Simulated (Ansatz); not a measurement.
`NB(F)[SiH2]Cl` + `F[Si](F)(S)Cl` → `F[Si](F)(Cl)S[SiH2]Cl` + `NBF`  (cleavage of the Si–B bond)

Program: Ansatz. Geometries: PBE0-D4/def2-TZVP. ΔE: electronic, gas phase. CCSD(T)/CBS is the MP2 limit (def2-TZVPP, def2-QZVPP) plus CCSD(T) − MP2 in def2-TZVPP, frozen cores. This one scheme is used for every species. Functionals use def2-TZVPP. B3LYP here is the variant with VWN-RPA as its local correlation; programs differ in this. Each species was taken in one conformer, which may not be the lowest.

CCSD(T)/CBS gives -81.9 kJ/mol.

Q: Another level gave -85.0 kJ/mol. Which?
A. MP2/def2-TZVPP
B. B3LYP/def2-TZVPP
C. SCS-MP2/def2-TZVPP
D. ωB97X-V/def2-TZVPP

A: C. SCS-MP2/def2-TZVPP -85.0, B3LYP -70.9, MP2/def2-TZVPP -89.6, ωB97X-V -77.4 kJ/mol.

Largest T1 diagnostic among the species: 0.012.

From PBE to PBE0 (25 % exact exchange), in def2-TZVPP and without D4, ΔE moves by −4.5 kJ/mol. The D4 term adds −10.5 kJ/mol with B3LYP and −6.0 kJ/mol with PBE0; it sums over pairs of atoms, weighted by their polarisabilities, and B3LYP, whose exchange is more repulsive, gets the larger term.
